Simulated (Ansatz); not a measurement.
Born–Oppenheimer molecular dynamics of AlCl$_{2}$H$_{3}$O (7 atoms, charge 0, multiplicity 1). It starts from a rough guess of a transition structure, not a stationary point.

Level of theory: UKS revPBE/STO-3G in Ansatz 0.2.0.

```
ensemble                      : NVE (velocity Verlet)
time step                     : 0.5 fs
steps asked                   : 150
starting velocities drawn for : 100 K
seed                          : 500298
```

First frame:

```xyz
7
Properties=species:S:1:pos:R:3
Al -0.741 -0.545 -0.210
O 0.892 0.887 -0.347
Cl -0.095 -2.392 -0.709
Cl -2.516 0.401 -0.353
H 0.637 0.468 0.837
H 0.125 -0.024 1.518
H 1.699 1.205 -0.737
```

Question: How far do the bonds stretch over the last three quarters of this one trajectory? (Pairs bonded in most of those frames.)

Answer: 
| bond | mean (Å) | spread (Å) | shortest | longest |
| --- | --- | --- | --- | --- |
| Al1–O2 | 2.146 | 0.231 | 1.76 | 2.41 |
| Al1–Cl3 | 2.175 | 0.090 | 2.03 | 2.28 |
| Al1–Cl4 | 2.149 | 0.075 | 1.99 | 2.21 |
| Al1–H6 | 1.584 | 0.183 | 1.29 | 1.84 |
| O2–H5 | 1.043 | 0.039 | 0.94 | 1.12 |
| O2–H7 | 1.059 | 0.077 | 0.93 | 1.17 |

Mean temperature of the second half: 2790 K. The conserved energy stayed within 2.3 meV per atom of its start (net change -0.47 meV per atom), so the integration is sound. The system heated up, since it started high on the potential surface and ran downhill. A run of 0.075 ps of so small a system gives no equilibrium averages. The orbitals stay closed-shell, which can raise the energy where a bond breaks towards radicals; this wasn't checked here. Limits of this set-up: minimal basis.

Run time: 5.3 min on 1 thread of Arm Neoverse V1, with other jobs on the host, peak memory 0.1 GiB.
